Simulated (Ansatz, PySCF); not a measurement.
This triplet lies 0.49 eV below the relaxed singlet at the level B3LYP/cc-pVTZ // B3LYP-D3(BJ)/def2-TZVP (Ansatz, a quantum-chemistry and plane-wave program).

B3LYP has the VWN-RPA correlation part, as in Gaussian. 

Cartesian coordinates (Å):
```xyz
8

C      2.4400     0.2105     0.2546
C      1.1939     0.1122    -0.0072
C     -0.0484    -0.0108    -0.1888
C     -1.4707    -0.1512    -0.4042
H      3.4754     0.4087     0.1065
H     -1.9973    -0.3413     0.5368
H     -1.6932    -0.9835    -1.0800
H     -1.8996     0.7553    -0.8437
```
Charge 0, spin multiplicity 3.

Problem. Predict the dipole moment, highest occupied spin orbital and total energy from B3LYP-D3(BJ)/def2-TZVP in PySCF.

Solution. 
| Property | Value |
|---|---|
| dipole moment | 1.37 D |
| highest occupied spin orbital | -5.58 eV |
| total energy | -4210.55 eV |
